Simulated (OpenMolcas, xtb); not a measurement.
## InN2H5 (SMILES [NH2][InH][NH2]): the energy, rung by rung

InN2H5: 8 atoms, total charge 0, spin state singlet. SMILES: `[NH2][InH][NH2]`. Geometry: relaxed at PBE0-D4/def2-TZVP.

```xyz
8

N    -0.9697    0.8580   -1.1270
In    0.2480    0.5648    0.4555
N     0.7427   -1.3752    0.7096
H    -1.4821    0.0768   -1.5066
H    -1.5382    1.6892   -1.1718
H     0.7990    1.8192    1.4675
H     1.5709   -1.6147    1.2318
H     0.6295   -2.0181   -0.0590
```

Quantity: the energy change with the N1–In2 bond stretched from 2.018 to 3.633 Å, in eV. The values are calculated.

```json
{"level": "GFN-FF", "kind": "force field", "program": "xtb", "value (eV)": "1.97", "less CCSD(T)/def2-SVP": "-1.03", "CPU time (all runs)": "under 2 s"}
{"level": "HF/def2-SVP (core potential) (unrestricted)", "kind": "Hartree–Fock", "program": "OpenMolcas", "value (eV)": "2.15", "less CCSD(T)/def2-SVP": "-0.85", "CPU time (all runs)": "25 s"}
{"level": "BLYP/def2-SVP (core potential) (restricted)", "kind": "GGA", "program": "OpenMolcas", "value (eV)": "3.11", "less CCSD(T)/def2-SVP": "+0.11", "CPU time (all runs)": "1.7 min"}
{"level": "r2SCAN/def2-SVP (core potential) (restricted)", "kind": "meta-GGA", "program": "OpenMolcas", "value (eV)": "3.70", "less CCSD(T)/def2-SVP": "+0.70", "CPU time (all runs)": "3.1 min"}
{"level": "PBE0/def2-SVP (core potential) (restricted)", "kind": "global hybrid", "program": "OpenMolcas", "value (eV)": "3.93", "less CCSD(T)/def2-SVP": "+0.93", "CPU time (all runs)": "74 s"}
{"level": "B2PLYP/def2-SVP (core potential) (restricted)", "kind": "double hybrid", "program": "OpenMolcas", "value (eV)": "3.69", "less CCSD(T)/def2-SVP": "+0.69", "CPU time (all runs)": "61 s"}
{"level": "MP2/def2-SVP (core potential) (restricted)", "kind": "perturbation theory", "program": "OpenMolcas", "value (eV)": "4.04", "less CCSD(T)/def2-SVP": "+1.04", "CPU time (all runs)": "18 s"}
{"level": "CCSD(T)/def2-SVP (core potential) (restricted)", "kind": "coupled cluster or CI", "program": "OpenMolcas", "value (eV)": "3.00", "less CCSD(T)/def2-SVP": "0.00", "CPU time (all runs)": "2.7 min"}
```

CCSD(T)/def2-SVP (core potential) (restricted) is the highest level here, not the true value. At this stretch a single reference begins to fail. The first shape isn't each level's own minimum. The values span 1.97 to 4.04 eV. Spin contamination of the reference (⟨S²⟩ at least 0.1 too high) touches HF/def2-SVP. In the correlated wave-function rows the outer d shell of In is correlated, in sets not made for it. CPU times are rough (shared hosts, several kinds of processor): they show what a rung costs within a factor of a few.
